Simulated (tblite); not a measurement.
Species: C₄H₇F₃OSi₂.
Atom-mapped SMILES: `[CH2:1]=[CH:2][Si@H:3]([C:4](=[O:5])[SiH3:6])[C:7]([F:8])([F:9])[F:10]` (hydrogens: H11, H12 on C1; H13 on C2; H14 on Si3; H15, H16, H17 on Si6)

Computed geometry: GFN2-xTB, gas phase.

Q: Give the optimised bond lengths and angles.

A: 
| bond | length (pm) | order |
| --- | --- | --- |
| C1=C2 | 132.8 | double |
| C2–Si3 | 187.5 | single |
| Si3–C4 | 194.2 | single |
| C4=O5 | 121.6 | double |
| C4–Si6 | 194.2 | single |
| Si3–C7 | 195.1 | single |
| C7–F8, C7–F9, C7–F10 | 135.0 | single |
| C1–H11 | 107.9 | single |
| C1–H12 | 107.7 | single |
| C2–H13 | 108.5 | single |
| Si3–H14 | 146.3 | single |
| Si6–H15, Si6–H16, Si6–H17 | 146.0 | single |

Bonds in one row agree within 1 pm and their mean is given. Orders are formal, as drawn. A selection of angles:
| angle | degrees |
| --- | --- |
| C2–C1–H11 | 122.2 |
| C2–C1–H12 | 121.5 |
| H11–C1–H12 | 116.3 |
| C1–C2–Si3 | 123.5 |
| C1–C2–H13 | 118.8 |
| Si3–C2–H13 | 117.7 |
| C2–Si3–C4 | 111.3 |
| C2–Si3–C7 | 105.8 |
| C2–Si3–H14 | 116.3 |
| C4–Si3–C7 | 107.7 |
| C4–Si3–H14 | 110.5 |
| C7–Si3–H14 | 104.6 |
| Si3–C4–O5 | 115.7 |
| Si3–C4–Si6 | 124.7 |
| O5–C4–Si6 | 119.6 |
| C4–Si6–H15 | 105.6 |
| C4–Si6–H16 | 107.0 |
| H15–Si6–H16 | 112.6 |
| Si3–C7–F8 | 113.1 |
| F8–C7–F9 | 105.8 |

Dihedral angles: C1–C2–Si3–C4 -36° (synclinal); C2–Si3–C4–O5 51° (synclinal); C2–Si3–C7–F8 63° (synclinal).

Of the pairs four or more bonds apart, O5···H12 is among the closest relative to their van der Waals radii: 2.58 Å, 95 % of the sum of Bondi's values. Si3 (SiH silicon) is distorted tetrahedral (angles from 104.6° to 116.3°). All 3 C–F bonds measure 1.348 to 1.351 Å. Si6 (SiH3 silicon) is distorted tetrahedral (angles from 105.6° to 112.8°). The 4 C–Si bonds span 1.875 Å (C2–Si3, drawn single) to 1.951 Å (Si3–C7, drawn single), a spread of 0.076 Å.

Point group: C1 (no symmetry element, even within 0.4 Å). Its lowest GFN2-xTB frequency is 6 cm⁻¹, too small to tell a flat minimum from a shallow saddle. The numbers are those of one conformer. 3 starts were optimised and ended at 0.00, 0.01 and 0.23 kcal/mol (GFN2-xTB); the lowest of these is shown.
